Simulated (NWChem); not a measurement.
Species: SbCl$_{2}$F; SMILES [F][Sb]([Cl])[Cl]

```xyz
4

Sb     0.4389     0.3008     0.0000
F      1.3370    -1.4049     0.0000
Cl    -1.0288    -0.1758    -1.7833
Cl    -1.0288    -0.1758     1.7833
```
Atoms are numbered in this order, from 1.

Level: PBE0/def2-SVP with def2 effective core potentials on Sb (NWChem), optimised geometry, unscaled harmonic frequencies. def2 effective core potentials on Sb; no spin-orbit coupling.

```json
[
 {"frequency (cm⁻¹)": "120", "IR intensity (km/mol)": "1.3"},
 {"frequency (cm⁻¹)": "159", "IR intensity (km/mol)": "4.9"},
 {"frequency (cm⁻¹)": "181", "IR intensity (km/mol)": "9.8"},
 {"frequency (cm⁻¹)": "377", "IR intensity (km/mol)": "80.6"},
 {"frequency (cm⁻¹)": "387", "IR intensity (km/mol)": "42.1"},
 {"frequency (cm⁻¹)": "645", "IR intensity (km/mol)": "67.9"}
]
```

- zero-point energy = 2.7 kcal/mol
- thermal correction to the enthalpy at 298.15 K (with zero-point energy) = 6.7 kcal/mol
- heat capacity Cv = 15.6 cal/(mol K)
- entropy at 298.15 K and 1 atm (symmetry number 1) = 80.5 cal/(mol K)

Rigid rotor and harmonic oscillator.
